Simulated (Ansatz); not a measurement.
```yaml
crystal:
  periodic: [false, false, false]
  atoms:
    - {symbol: Br, position_ang: [-1.200927, 2.324232, -1.321318]}
    - {symbol: Si, position_ang: [0.323249, 0.864279, -0.617308]}
    - {symbol: N, position_ang: [0.101429, 0.182180, 0.936656]}
    - {symbol: Si, position_ang: [-0.146730, -1.233239, -0.046567]}
    - {symbol: H, position_ang: [1.631681, 1.484776, -0.923862]}
    - {symbol: H, position_ang: [0.067946, 0.451198, 1.905835]}
    - {symbol: H, position_ang: [0.837168, -2.336977, 0.106116]}
    - {symbol: H, position_ang: [-1.521613, -1.793549, -0.095452]}
basis:
  gaussian: {orbitals: STO-3G}
hamiltonian: {xc: {name: HF}}
correlation: {method: mp2, frozen_orbitals: {Br: 9}}
```

```sh
$ ansatz run in.yaml --threads 4 --pin off --events-out ev --progress --plain --max-ram 10444MiB
```

Shortened log:

```
Functional definition: HF
Error: "frozen_orbitals" has no count for Si
```

Task: Something in this input is off. What?

Result: Frozen orbitals are typed for one element alone, and the program wants a count for each. The input was rejected before any iteration.
